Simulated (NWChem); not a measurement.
# C4H5NO; SMILES N#CC1COC1

```xyz
11

N     -0.2892    -2.5955     0.0000
C      0.1181    -1.5080     0.0000
C      0.6085    -0.1372     0.0000
C      0.0123     0.8573    -1.0360
O     -0.2867     1.8117     0.0000
C      0.0123     0.8573     1.0360
H      1.7022    -0.1376     0.0000
H      0.7127     1.2533    -1.7787
H     -0.8909     0.4873    -1.5368
H      0.7127     1.2533     1.7787
H     -0.8909     0.4873     1.5368
```
Atoms are numbered in this order, from 1.

Computed with NWChem. Pople sets run with spherical d functions. Geometry: optimised at B3LYP/6-31G* (spherical d). GIAO values for the isolated, static molecule; σ is the absolute isotropic shielding, δ = σ(reference) − σ with the isolated reference molecule computed at the same levels (13C: tetramethylsilane, 1H: tetramethylsilane, 15N: ammonia, 17O: water).

For level Hartree-Fock/6-31G*:

* **δ N1 (ppm)**: 282.0
* **δ C2 (ppm)**: 115.8
* **δ C4 (ppm)**: 65.8
* **δ O5 (ppm)**: -20.8
* **δ H7 (ppm)**: 3.28

### Question
Estimate the same quantities for level B3LYP/6-31G*.

### Answer
| Property | Value |
|---|---|
| δ N1 (ppm) | 263.2 |
| δ C2 (ppm) | 105.9 |
| δ C4 (ppm) | 71.3 |
| δ O5 (ppm) | 1.6 |
| δ H7 (ppm) | 3.46 |
